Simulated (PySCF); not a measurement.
**Nonlinear optical response: SMILES CSc1ccc(Cl)cc1, C7H7ClS**

Geometry:
| atom | x (Å) | y (Å) | z (Å) |
| --- | --- | --- | --- |
| C1 | 2.269 | 0.567 | -0.007 |
| S2 | 1.312 | -0.771 | -0.729 |
| C3 | -0.287 | -0.546 | -0.027 |
| C4 | -1.277 | -1.465 | -0.410 |
| C5 | -2.569 | -1.372 | 0.088 |
| C6 | -2.891 | -0.350 | 0.984 |
| Cl7 | -4.502 | -0.228 | 1.610 |
| C8 | -1.922 | 0.569 | 1.374 |
| C9 | -0.625 | 0.472 | 0.872 |
| H10 | 2.326 | 0.484 | 1.089 |
| H11 | 1.874 | 1.554 | -0.291 |
| H12 | 3.282 | 0.463 | -0.420 |
| H13 | -1.029 | -2.266 | -1.111 |
| H14 | -3.334 | -2.089 | -0.213 |
| H15 | -2.182 | 1.364 | 2.075 |
| H16 | 0.115 | 1.205 | 1.193 |

Computed, not measured: quadratic response CAM-B3LYP/aug-cc-pVDZ first hyperpolarisability, Taylor convention, gas phase (PySCF). Geometry: PBE0-D3(BJ)/def2-SVP.

**Question.** Give β for the processes computed.

**Answer.** In 10⁻³⁰ esu, Taylor convention; the vector part is βᵢ = ⅓ Σⱼ (βᵢⱼⱼ + βⱼᵢⱼ + βⱼⱼᵢ); β∥ is 3/5 of the vector part along the dipole, the dipole points from − to +:
| process | λ (nm) | β vector norm | β∥ | β HRS | depolarisation ratio |
| --- | --- | --- | --- | --- | --- |
| static β(0;0,0) | ∞ | 1.48 | 0.83 | 0.86 | 2.56 |
| second harmonic β(−2ω;ω,ω) | 1907 | 1.71 | 0.95 | 0.96 | 2.67 |
| Pockels β(−ω;ω,0) | 1907 | 1.56 | 0.87 | – | – |
| second harmonic β(−2ω;ω,ω) | 1064 | 2.39 | 1.31 | 1.27 | 2.94 |
| Pockels β(−ω;ω,0) | 1064 | 1.73 | 0.96 | – | – |

**Question.** Which lowest excitations, dipole and polarisabilities go with it?

**Answer.** S1 4.69 eV (f = 0.017); S2 5.11 eV (f = 0.332); S3 5.17 eV (f = 0.000); dipole 2.26 D; isotropic α 121.3 au static, 121.9 au at 1907 nm, 123.1 au at 1064 nm, 123.5 au at 953.5 nm, 129.0 au at 532 nm.
